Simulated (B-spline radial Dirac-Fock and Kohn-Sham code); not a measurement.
# Hf³⁺ 5p1/2: cross section and angular parameters

System: hafnium as Hf³⁺, [Xe] 4f14 5d1; threshold 74.87 eV (orbital energy of the model). Calculated with a radial B-spline solver, using Dirac-Hartree-Slater photoionisation with a Latter tail; cross sections with all multipoles, angular parameters from the dipole term and its interference with E2.

Input file task.json (cfg lists n, l and occupation; rrms is the nuclear radius in fm):

```json
{"items": [{
  "Z": 72,
  "q": 3,
  "cfg": [[1, 0, 2], [2, 0, 2], [2, 1, 6], [3, 0, 2], [3, 1, 6], [3, 2, 10], [4, 0, 2], [4, 1, 6], [4, 2, 10], [4, 3, 14], [5, 0, 2], [5, 1, 6], [5, 2, 1]],
  "A": 180,
  "rrms": 5.347,
  "do": "xps",
  "hv": [58.7, 60, 87.8, 150, 172.0, 190.0, 200, 243.0, 300, 389.0, 399.0, 557.0, 600, 614.0, 620.0, 706.0, 748.0, 856.0, 1170.0, 1220.0, 1270.0, 1830.0, 2090.0, 2320.0, 2984.4, 4870.0, 5414.7, 6530.0, 8047.8, 9640.0]
}]}
```

Command: `python xray2_run.py task.json out`

```csv
hν (eV),σ (kb),β,γ,δ
87.8,435,1.738,0.239,-0.020
150,76.4,0.289,0.291,-0.013
172,55.6,0.029,0.143,0.004
190,46.0,-0.053,0.044,0.017
200,42.2,-0.060,0.004,0.023
243,32.2,0.078,-0.063,0.039
300,25.7,0.378,-0.004,0.043
389,20.4,0.774,0.145,0.035
399,20.0,0.810,0.160,0.034
557,14.7,1.193,0.324,0.020
600,13.6,1.259,0.344,0.017
614,13.3,1.279,0.349,0.016
620,13.2,1.287,0.351,0.016
706,11.5,1.383,0.365,0.011
748,10.8,1.420,0.364,0.009
856,9.23,1.494,0.350,0.006
1170,6.27,1.616,0.262,0.001
1220,5.93,1.628,0.246,0.000
1270,5.62,1.639,0.230,0.000
1830,3.32,1.702,0.081,-0.003
2090,2.70,1.712,0.037,-0.003
2320,?,?,?,?
2984.4,1.49,1.716,-0.019,-0.004
4870,0.596,1.676,0.117,-0.004
5414.7,0.482,1.661,0.183,-0.003
6530,0.327,1.630,0.330,-0.001
8047.8,0.208,1.590,0.533,0.005
9640,0.139,1.550,0.740,0.012
```

Q: Give the values at 2320 eV.

A: σ = 2.28 kb, β = 1.717, γ = 0.009, δ = -0.004.
